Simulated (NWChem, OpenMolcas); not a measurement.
## How methods differ on HI (hydrogen iodide)

HI has 2 atoms, charge 0, and is taken as a singlet. As SMILES, `I`. The coordinates come from a PBE0-D4/def2-TZVP relaxation.

```xyz
2

I    -0.6839    0.2458   -0.3462
H     0.6839   -0.2458    0.3462
```

Each level gives the dipole moment (D). The values are calculated.

**What was measured.** NIST CCCBDB gives the dipole moment of the gas as 0.45 D.

```
                              level             kind     program  value (D)  computed − measured  CPU time
    HF/def2-TZVPPD (core potential)     Hartree–Fock  OpenMolcas       0.54                +0.09     5.1 s
   PBE/def2-TZVPPD (core potential)              GGA  OpenMolcas       0.41                -0.04      11 s
revPBE/def2-TZVPPD (core potential)              GGA      NWChem       0.39                -0.06      12 s
 M06-L/def2-TZVPPD (core potential)         meta-GGA      NWChem       0.36                -0.09      19 s
r2SCAN/def2-TZVPPD (core potential)         meta-GGA      NWChem       0.46                +0.01      14 s
 BHLYP/def2-TZVPPD (core potential)    global hybrid      NWChem       0.46                +0.01      12 s
M06-2X/def2-TZVPPD (core potential)  hybrid meta-GGA  OpenMolcas       0.47                +0.02      12 s
  PBE0/def2-TZVPPD (core potential)    global hybrid  OpenMolcas       0.46                +0.01     9.8 s
```

Nearest: r2SCAN/def2-TZVPPD (core potential) (+0.01 D), BHLYP/def2-TZVPPD (core potential) (+0.01 D), PBE0/def2-TZVPPD (core potential) (+0.01 D); farthest: M06-L/def2-TZVPPD (core potential) (-0.09 D). The measured dipole is a vibrational average, so differences of a few hundredths of a debye mean little. Computed less measured by kind, in D (def2-TZVPPD rows): Hartree–Fock +0.09; GGA -0.06 to -0.04; meta-GGA -0.09 to +0.01; global hybrid +0.01 to +0.02. Magnitudes only: a small dipole may point the other way at some levels. CPU times are rough (shared hosts, several kinds of processor): they show what a rung costs within a factor of a few.
